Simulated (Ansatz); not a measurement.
Cartesian coordinates in Å:
```
C 1.634 -0.569 -1.193
O 0.752 0.310 -0.521
Si -0.358 -0.011 0.590
F -0.176 -1.514 1.060
C -1.896 0.857 0.823
O -0.682 1.099 1.724
H 1.630 -1.567 -0.749
H 1.341 -0.642 -2.242
H 2.643 -0.158 -1.136
H -2.157 1.752 0.263
H -2.732 0.444 1.382
```

Total charge 0; spin multiplicity 1.

List the ωB97M-V/def2-TZVPP orbital energies in eV (Ansatz). (An estimate is asked.)

Computed: Occupied: -1808.48, -677.90, -526.82, -525.99, -283.25, -282.52, -149.37, -103.54, -103.51, -103.47, -36.51, -31.95, -30.84, -22.66, -21.07, -18.33, -16.98, -16.32, -16.02, -15.46, -15.37, -15.15, -14.71, -13.62, -12.19, -11.95, -10.95, -10.04. Lowest empty: 2.13, 2.79, 3.00, 3.75, 3.84, 4.44, 4.52, 4.77.
